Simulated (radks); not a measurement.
The numbers below are computed, except where a source is named.
I+, configuration [Kr] 4d8 5s2 5p6 (not the ground configuration). Level of theory: Dirac Kohn-Sham, PBE, spin-unpolarised, spherical densities, point nucleus; open shells fill j = l - 1/2 first (a radial shooting solver on a logarithmic mesh with Libxc functionals).

Unscreened Slater integrals over Kohn-Sham orbitals (eV). Large and small components are both included.

| integral | value |
|---|---|
| F0(5p3/2,5p3/2) | 11.311 |
| F2(5p3/2,5p3/2) | 6.0771 |
| F0(5p3/2,5p1/2) | 11.534 |
| G2(5p3/2,5p1/2) | 6.1701 |
| F0(5p3/2,5s1/2) | 12.246 |
| G1(5p3/2,5s1/2) | 8.0312 |
| F0(5p3/2,4d5/2) | 14.198 |
| F2(5p3/2,4d5/2) | 3.9479 |
| G1(5p3/2,4d5/2) | 1.1577 |
| G3(5p3/2,4d5/2) | 1.1020 |
| F0(5p1/2,5p1/2) | 11.774 |
| F0(5p1/2,5s1/2) | 12.547 |
| G1(5p1/2,5s1/2) | 8.4749 |
| F0(5p1/2,4d5/2) | 14.710 |
| G3(5p1/2,4d5/2) | 1.2449 |
| F0(5s1/2,5s1/2) | 13.530 |
| F0(5s1/2,4d5/2) | 16.531 |
| G2(5s1/2,4d5/2) | 1.9765 |
| F0(4d5/2,4d5/2) | 27.547 |
| F2(4d5/2,4d5/2) | 14.014 |
| F4(4d5/2,4d5/2) | 9.3408 |
